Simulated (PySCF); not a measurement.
GaH₂⁺ at several levels of theory

All levels use the PBE0 minimum (singlet; Ga–H 1.528 Å (×2); H–Ga–H 180.0°), basis [Ga def2-TZVP, H def2-TZVP], no relativity, density fitting, no spin–orbit coupling, PySCF. For vertical energies the ionised species is a doublet (spins chosen at PBE0 and kept) and the electron-attached one a doublet. Open shells are unrestricted, also as the reference of the correlated levels. A dash marks a value that was not computed or is not defined at that level.

```json
{"level": "PBE0", "vertical IP (eV)": "19.54", "vertical EA (eV)": "6.24", "−ε(HOMO) (eV)": "16.62", "gap (eV)": "8.32"}
{"level": "CCSD(T)", "vertical IP (eV)": "19.65", "vertical EA (eV)": "6.11", "−ε(HOMO) (eV)": "–", "gap (eV)": "–"}
{"level": "HF", "vertical IP (eV)": "18.71", "vertical EA (eV)": "5.61", "−ε(HOMO) (eV)": "19.60", "gap (eV)": "14.33"}
{"level": "PBE", "vertical IP (eV)": "19.48", "vertical EA (eV)": "6.26", "−ε(HOMO) (eV)": "15.40", "gap (eV)": "6.17"}
{"level": "r2SCAN", "vertical IP (eV)": "19.55", "vertical EA (eV)": "6.39", "−ε(HOMO) (eV)": "15.73", "gap (eV)": "6.89"}
{"level": "B3LYP", "vertical IP (eV)": "19.63", "vertical EA (eV)": "6.26", "−ε(HOMO) (eV)": "16.45", "gap (eV)": "7.78"}
{"level": "TPSSh", "vertical IP (eV)": "19.52", "vertical EA (eV)": "6.19", "−ε(HOMO) (eV)": "16.08", "gap (eV)": "7.43"}
{"level": "MP2", "vertical IP (eV)": "19.63", "vertical EA (eV)": "6.02", "−ε(HOMO) (eV)": "–", "gap (eV)": "–"}
{"level": "M06-L", "vertical IP (eV)": "19.57", "vertical EA (eV)": "5.85", "−ε(HOMO) (eV)": "15.62", "gap (eV)": "6.92"}
{"level": "BHandHLYP", "vertical IP (eV)": "19.53", "vertical EA (eV)": "6.09", "−ε(HOMO) (eV)": "17.79", "gap (eV)": "10.27"}
```

For GaH₂⁺ itself CCSD(T) correlates 14 electrons; T1 = 0.013, D1 = 0.036, (T) = -18 kJ/mol.

(1) Which levels differ least and most from CCSD(T) in the vertical IP?

## Answers

(1) Least: B3LYP (-0.02 eV), MP2 (-0.02 eV); most: HF (-0.94 eV).
